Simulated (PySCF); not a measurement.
PySCF input file for Al(F)(Cl)(OH) (AlClFHO), SMILES [OH][Al]([F])[Cl], PBE0-D3(BJ)/def2-SVP. 

```python
import numpy as np
from pyscf import gto, scf, dft
from pyscf.geomopt import geometric_solver

mol = gto.M(
    atom='''
    Al    0.16983068    0.14691880   -0.30852721
    F     1.81143444    0.31577885   -0.41570769
    Cl   -0.68233655   -0.62415813    1.34521735
    O    -0.74751272    0.61546122   -1.58281552
    H    -0.93088554    0.93504427   -2.45394807
    ''',
    basis='def2-SVP',
    charge=0,
    spin=0,
    max_memory=1600,
    verbose=3,
)
mf = dft.RKS(mol, xc='pbe0').density_fit(auxbasis='def2-universal-jkfit')
mf.disp = 'd3bj'
mf.grids.level = 3
mf.conv_tol = 1e-9
mf.max_cycle = 100
mf.kernel()
grad = mf.nuc_grad_method()
grad.grid_response = mol.nao <= 150
conv, mol_eq = geometric_solver.kernel(grad, convergence_set='GAU_TIGHT', maxsteps=100)
print(mol_eq.tostring(format='xyz'))
mf.reset(mol_eq)
mf.kernel()
```

Program output:

```
converged SCF energy = -877.694690523662
[banner and settings of the optimiser left out]
Geometry optimization cycle 1
Cartesian coordinates (Angstrom)
 Atom        New coordinates             dX        dY        dZ
  Al   0.169831   0.146919  -0.308527    0.000000 -0.000000  0.000000
   F   1.811434   0.315779  -0.415708    0.000000  0.000000  0.000000
  Cl  -0.682337  -0.624158   1.345217    0.000000  0.000000  0.000000
   O  -0.747513   0.615461  -1.582816    0.000000  0.000000  0.000000
   H  -0.930886   0.935044  -2.453948    0.000000  0.000000  0.000000

WARN: Mole.unit (angstrom) is changed to Bohr

converged SCF energy = -877.694690523661
--------------- DFRKS_Scanner gradients ---------------
         x                y                z
0 Al    -0.0167697215    -0.0084703781     0.0178420869
1 F    -0.0020588151     0.0011213954    -0.0033674216
2 Cl     0.0096417632     0.0096791134    -0.0213674495
3 O     0.0107186737    -0.0007767440     0.0035731589
4 H    -0.0015319004    -0.0015533868     0.0033196254
----------------------------------------------
cycle 1: E = -877.694690524  dE = -877.695  norm(grad) = 0.038411
Step    0 : Gradient = 1.718e-02/2.591e-02 (rms/max) Energy = -877.6946905237
Hessian Eigenvalues: 2.30000e-02 3.16677e-02 5.00000e-02 ... 4.20873e-01 4.44311e-01 5.86319e-01

Geometry optimization cycle 2
Cartesian coordinates (Angstrom)
 Atom        New coordinates             dX        dY        dZ
  Al   0.166674   0.148665  -0.331482   -0.003157  0.001747 -0.022954
   F   1.814838   0.302256  -0.375694    0.003403 -0.013523  0.040014
  Cl  -0.654565  -0.634185   1.381217    0.027772 -0.010027  0.036000
   O  -0.769002   0.623148  -1.607419   -0.021489  0.007687 -0.024603
   H  -0.937415   0.949161  -2.482404   -0.006530  0.014117 -0.028456
converged SCF energy = -877.696521726452
--------------- DFRKS_Scanner gradients ---------------
         x                y                z
0 Al    -0.0071581720    -0.0042098743     0.0076641371
[...]
cycle 22: E = -877.698874694  dE = -2.23469e-08  norm(grad) = 3.67857e-05
Step   21 : Displace = 2.012e-04/3.376e-04 (rms/max) Trust = 3.000e-01 (=) Grad = 1.645e-05/2.573e-05 (rms/max) E (change) = -877.6988746937 (-2.235e-08) Quality = 1.564
Hessian Eigenvalues: 3.91195e-04 3.39457e-03 8.38969e-03 ... 4.24149e-01 5.11601e-01 6.07612e-01

Geometry optimization cycle 23
Cartesian coordinates (Angstrom)
 Atom        New coordinates             dX        dY        dZ
  Al   0.142804   0.172243  -0.345679    0.000254 -0.000120 -0.000100
   F   1.761419   0.435992  -0.569002    0.000333 -0.001336 -0.000823
  Cl  -0.509876  -0.595155   1.467425    0.000517  0.000945  0.000432
   O  -0.981499   0.510427  -1.549447   -0.000134  0.000295  0.000347
   H  -0.792317   0.865538  -2.419078   -0.000969  0.000217  0.000144
converged SCF energy = -877.698874741763
--------------- DFRKS_Scanner gradients ---------------
         x                y                z
0 Al     0.0000435904    -0.0000151054     0.0000485199
1 F    -0.0000191163     0.0000085159     0.0000109558
2 Cl     0.0000021018    -0.0000008561    -0.0000108711
3 O    -0.0000101611    -0.0000011482    -0.0000377500
4 H    -0.0000164148     0.0000085938    -0.0000108547
----------------------------------------------
cycle 23: E = -877.698874742  dE = -4.81009e-08  norm(grad) = 8.45845e-05
Step   22 : Displace = 2.789e-04/4.715e-04 (rms/max) Trust = 3.000e-01 (=) Grad = 3.783e-05/6.695e-05 (rms/max) E (change) = -877.6988747418 (-4.810e-08) Quality = 1.624
Hessian Eigenvalues: 3.87933e-04 1.63174e-03 5.53183e-03 ... 4.23785e-01 5.66990e-01 6.16578e-01

Geometry optimization cycle 24
Cartesian coordinates (Angstrom)
 Atom        New coordinates             dX        dY        dZ
  Al   0.143080   0.171711  -0.345874    0.000276 -0.000532 -0.000195
   F   1.762122   0.431300  -0.570690    0.000703 -0.004692 -0.001688
  Cl  -0.509903  -0.593207   1.468147   -0.000027  0.001947  0.000722
   O  -0.981596   0.512241  -1.548710   -0.000097  0.001814  0.000737
   H  -0.793172   0.867000  -2.418654   -0.000855  0.001462  0.000424
converged SCF energy = -877.698874855795
--------------- DFRKS_Scanner gradients ---------------
         x                y                z
0 Al     0.0000999413    -0.0000325665     0.0001005746
1 F    -0.0000405405     0.0000030861     0.0000152324
2 Cl     0.0000042079     0.0000048231    -0.0000166218
3 O    -0.0000338808     0.0000046100    -0.0000664962
4 H    -0.0000297279     0.0000200474    -0.0000326889
----------------------------------------------
cycle 24: E = -877.698874856  dE = -1.14032e-07  norm(grad) = 0.000176951
Step   23 : Displace = 3.576e-04/6.017e-04 (rms/max) Trust = 3.000e-01 (=) Grad = 7.913e-05/1.455e-04 (rms/max) E (change) = -877.6988748558 (-1.140e-07) Quality = 1.551
Hessian Eigenvalues: 4.09618e-04 7.10125e-04 5.09841e-03 ... 4.24409e-01 5.73639e-01 6.68536e-01

Geometry optimization cycle 25
Cartesian coordinates (Angstrom)
 Atom        New coordinates             dX        dY        dZ
  Al   0.143895   0.171289  -0.346411    0.000815 -0.000422 -0.000537
   F   1.763248   0.424177  -0.576388    0.001126 -0.007123 -0.005698
  Cl  -0.506651  -0.588213   1.470748    0.003252  0.004994  0.002601
   O  -0.983180   0.514414  -1.546314   -0.001583  0.002173  0.002396
   H  -0.796782   0.867378  -2.417417   -0.003610  0.000378  0.001238
converged SCF energy = -877.698875055521
--------------- DFRKS_Scanner gradients ---------------
         x                y                z
0 Al     0.0001415882    -0.0000450966     0.0001386840
1 F    -0.0000539440    -0.0000028602     0.0000177403
2 Cl     0.0000055805     0.0000094239    -0.0000192650
3 O    -0.0000493251     0.0000141258    -0.0000961889
4 H    -0.0000438996     0.0000244071    -0.0000409705
----------------------------------------------
cycle 25: E = -877.698875056  dE = -1.99726e-07  norm(grad) = 0.000247234
Step   24 : Displace = 3.194e-04/5.430e-04 (rms/max) Trust = 3.000e-01 (=) Grad = 1.106e-04/2.033e-04 (rms/max) E (change) = -877.6988750555 (-1.997e-07) Quality = 1.506
Hessian Eigenvalues: 3.98703e-04 4.33896e-04 4.91690e-03 ... 4.23742e-01 5.64096e-01 6.25720e-01

Geometry optimization cycle 26
Cartesian coordinates (Angstrom)
 Atom        New coordinates             dX        dY        dZ
  Al   0.144698   0.170798  -0.347134    0.000802 -0.000491 -0.000723
   F   1.764382   0.414750  -0.584414    0.001134 -0.009428 -0.008026
  Cl  -0.502172  -0.581677   1.474266    0.004479  0.006536  0.003518
   O  -0.985599   0.517548  -1.542949   -0.002419  0.003134  0.003365
   H  -0.800778   0.867626  -2.415551   -0.003995  0.000249  0.001866
converged SCF energy = -877.698875291382
--------------- DFRKS_Scanner gradients ---------------
         x                y                z
0 Al     0.0001291243    -0.0000426814     0.0001274097
1 F    -0.0000460044    -0.0000056771     0.0000133477
2 Cl     0.0000051318     0.0000103221    -0.0000156693
3 O    -0.0000485144     0.0000162388    -0.0000878839
4 H    -0.0000397372     0.0000217976    -0.0000372041
----------------------------------------------
cycle 26: E = -877.698875291  dE = -2.35861e-07  norm(grad) = 0.000226302
Step   25 : Displace = 1.022e-04/1.683e-04 (rms/max) Trust = 3.000e-01 (=) Grad = 1.012e-04/1.864e-04 (rms/max) E (change) = -877.6988752914 (-2.359e-07) Quality = 1.397
Hessian Eigenvalues: 3.82966e-04 4.20031e-04 4.76150e-03 ... 4.20584e-01 4.81753e-01 5.96328e-01

Geometry optimization cycle 27
Cartesian coordinates (Angstrom)
 Atom        New coordinates             dX        dY        dZ
  Al   0.144901   0.170617  -0.347548    0.000203 -0.000181 -0.000414
   F   1.764729   0.409540  -0.589256    0.000347 -0.005210 -0.004843
  Cl  -0.499577  -0.578145   1.476265    0.002596  0.003533  0.001998
   O  -0.987222   0.519551  -1.540900   -0.001623  0.002003  0.002049
   H  -0.802300   0.867481  -2.414342   -0.001523 -0.000145  0.001209
converged SCF energy = -877.69887542113
--------------- DFRKS_Scanner gradients ---------------
         x                y                z
0 Al     0.0000564299    -0.0000180652     0.0000526888
1 F    -0.0000197971    -0.0000039409     0.0000056046
2 Cl     0.0000020279     0.0000046371    -0.0000050771
3 O    -0.0000205367     0.0000089479    -0.0000397614
4 H    -0.0000181239     0.0000084211    -0.0000134549
----------------------------------------------
cycle 27: E = -877.698875421  dE = -1.29748e-07  norm(grad) = 9.71611e-05
Step   26 : Displace = 5.166e-04/8.750e-04 (rms/max) Trust = 3.000e-01 (=) Grad = 4.345e-05/7.929e-05 (rms/max) E (change) = -877.6988754211 (-1.297e-07) Quality = 1.270
Hessian Eigenvalues: 4.09749e-04 4.67304e-04 4.59408e-03 ... 3.89366e-01 4.31955e-01 5.93404e-01

Geometry optimization cycle 28
Cartesian coordinates (Angstrom)
 Atom        New coordinates             dX        dY        dZ
  Al   0.144763   0.170762  -0.347554   -0.000137  0.000145 -0.000006
   F   1.764513   0.409975  -0.589717   -0.000216  0.000435 -0.000460
  Cl  -0.499163  -0.578144   1.476408    0.000413  0.000000  0.000144
   O  -0.987565   0.519485  -1.540712   -0.000343 -0.000066  0.000188
   H  -0.802017   0.866967  -2.414207    0.000283 -0.000514  0.000135
converged SCF energy = -877.698875445986
--------------- DFRKS_Scanner gradients ---------------
         x                y                z
0 Al     0.0000087799    -0.0000028563     0.0000090316
1 F    -0.0000028266    -0.0000009982     0.0000005772
2 Cl     0.0000005426     0.0000008056    -0.0000011521
3 O    -0.0000041607     0.0000013193    -0.0000051680
4 H    -0.0000023353     0.0000017296    -0.0000032888
----------------------------------------------
cycle 28: E = -877.698875446  dE = -2.48563e-08  norm(grad) = 1.56022e-05
Step   27 : Displace = 3.603e-04/6.090e-04 (rms/max) Trust = 3.000e-01 (=) Grad = 6.977e-06/1.292e-05 (rms/max) E (change) = -877.6988754460 (-2.486e-08) Quality = 1.149
Hessian Eigenvalues: 4.04681e-04 4.65882e-04 4.57915e-03 ... 3.70637e-01 4.29292e-01 5.92752e-01

Geometry optimization cycle 29
Cartesian coordinates (Angstrom)
 Atom        New coordinates             dX        dY        dZ
  Al   0.144721   0.170860  -0.347519   -0.000043  0.000098  0.000035
   F   1.764400   0.410867  -0.589406   -0.000113  0.000891  0.000311
  Cl  -0.499156  -0.578490   1.476283    0.000008 -0.000346 -0.000125
   O  -0.987552   0.519124  -1.540851    0.000014 -0.000361 -0.000139
   H  -0.801883   0.866684  -2.414289    0.000134 -0.000283 -0.000082
converged SCF energy = -877.69887544725
--------------- DFRKS_Scanner gradients ---------------
         x                y                z
0 Al    -0.0000003336     0.0000001121    -0.0000003558
1 F     0.0000002870    -0.0000000231    -0.0000000067
2 Cl     0.0000000109    -0.0000001733     0.0000000889
3 O     0.0000001673     0.0000000865    -0.0000000789
4 H    -0.0000001316    -0.0000000023     0.0000003524
----------------------------------------------
cycle 29: E = -877.698875447  dE = -1.26397e-09  norm(grad) = 7.44814e-07
Step   28 : Displace = 5.737e-05/9.742e-05 (rms/max) Trust = 3.000e-01 (=) Grad = 3.331e-07/5.005e-07 (rms/max) E (change) = -877.6988754472 (-1.264e-09) Quality = 1.103
Hessian Eigenvalues: 3.83581e-04 4.60896e-04 4.57931e-03 ... 3.75732e-01 4.29661e-01 5.93728e-01

Geometry optimization cycle 30
Cartesian coordinates (Angstrom)
 Atom        New coordinates             dX        dY        dZ
  Al   0.144726   0.170876  -0.347517    0.000006  0.000016  0.000002
   F   1.764391   0.410966  -0.589414   -0.000009  0.000099 -0.000009
  Cl  -0.499104  -0.578489   1.476294    0.000052  0.000000  0.000011
   O  -0.987568   0.519068  -1.540850   -0.000016 -0.000056  0.000001
   H  -0.801915   0.866625  -2.414293   -0.000033 -0.000059 -0.000005
converged SCF energy = -877.698875447233
--------------- DFRKS_Scanner gradients ---------------
         x                y                z
0 Al     0.0000003515     0.0000003535    -0.0000007975
1 F    -0.0000003711    -0.0000001148     0.0000000752
2 Cl    -0.0000000781    -0.0000002366     0.0000002234
3 O     0.0000003055     0.0000002417    -0.0000003621
4 H    -0.0000002078    -0.0000002439     0.0000008611
----------------------------------------------
cycle 30: E = -877.698875447  dE = 1.73941e-11  norm(grad) = 1.51e-06
Step   29 : Displace = 2.527e-06/3.816e-06 (rms/max) Trust = 3.000e-01 (=) Grad = 6.753e-07/9.405e-07 (rms/max) E (change) = -877.6988754472 (+1.739e-11) Quality = -2.109
Hessian Eigenvalues: 3.83581e-04 4.60896e-04 4.57931e-03 ... 3.75732e-01 4.29661e-01 5.93728e-01
Converged! =D

5
XYZ from PySCF
Al          0.14472622        0.17087567       -0.34751743
F           1.76439104        0.41096584       -0.58941430
Cl         -0.49910389       -0.57848946        1.47629429
O          -0.98756765        0.51906833       -1.54085033
H          -0.80191541        0.86662463       -2.41429336
converged SCF energy = -877.698875447266
```

The run converged.

Cost: about 100 core-seconds (a rough figure).
